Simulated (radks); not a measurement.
Exchange energies: the exact (Fock) value of the Kohn-Sham orbitals and density-functional approximations, as 100 (|E| - |E exact|)/|E exact|, negative where the magnitude is too small. Species: Bi [Hg] 6p3; Tc+ [Kr] 4d5 5s1. Calculated with a radial shooting solver on a logarithmic mesh with Libxc functionals: non-relativistic Kohn-Sham, r2SCAN, spin-polarised, spherical densities, point nucleus; meta-GGA in the generalised Kohn-Sham scheme. Every spin shell is full or empty, so the densities are truly spherical. Functionals are evaluated on that one density, not self-consistently.

functional             Bi       Tc+
exact (hartree)  -366.194  -124.257
LDA                 -3.77     -5.17
B88                 +0.03     +0.03
PBE                 -0.37     -0.44
RPBE                -0.25     -0.21
AM05                -3.58     -4.79
SOGGA               -1.81     -2.41
B86b                -0.03     +0.01
EV93                -0.55     -0.19
APBE                +0.21     +0.35
TPSS                -0.46     -0.22
revTPSS             -0.92     -0.88
SCAN                +0.03     +0.22
r2SCAN              -0.20     -0.06
MS2                 -0.69     -0.52
MVS                 +0.07     +0.06
